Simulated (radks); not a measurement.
The numbers below are computed, except where a source is named.
Fractional charge and spin in the 5s shell of terbium: the spin-up occupation runs from 0 to 1 and the spin-down occupation from 0 to 1; the fullest corner is Tb2+, [Kr] 4d10 4f(up 4.5, down 4.5) 5p6 5s(up 1, down 1). Level of theory: scalar-relativistic Kohn-Sham, LDA (Slater exchange, Perdew-Wang correlation), spin-polarised, spherical densities, point nucleus (a radial shooting solver on a logarithmic mesh with Libxc functionals). Energy (eV) above the fullest corner. The planes named below are the two flat planes that join the four corners, with an edge along up + down = one added electron.

\begin{tabular}{lrrr}
down \ up & 0 & 0.5 & 1 \\ \hline
0 & 152.276 & 108.547 & 68.522 \\
0.5 & 108.547 & 68.732 & 32.518 \\
1 & 68.522 & 32.518 & 0.000 \\
\end{tabular}

Corners above the fullest one (they belong to Tb3+ and the next ion): (up 1, down 0) 68.522 eV, (up 0, down 1) 68.522 eV, (up 0, down 0) 152.28 eV. With half an added electron in each spin the energy lies 0.210 eV from the planes, and with half an added electron in spin up alone -1.851 eV. The planes are only a guide here: the flat-plane condition holds for ground states with one frontier orbital, while this shell lies below other occupied shells, so the corners above the fullest one are inner-hole states and not the ground states of those ions.
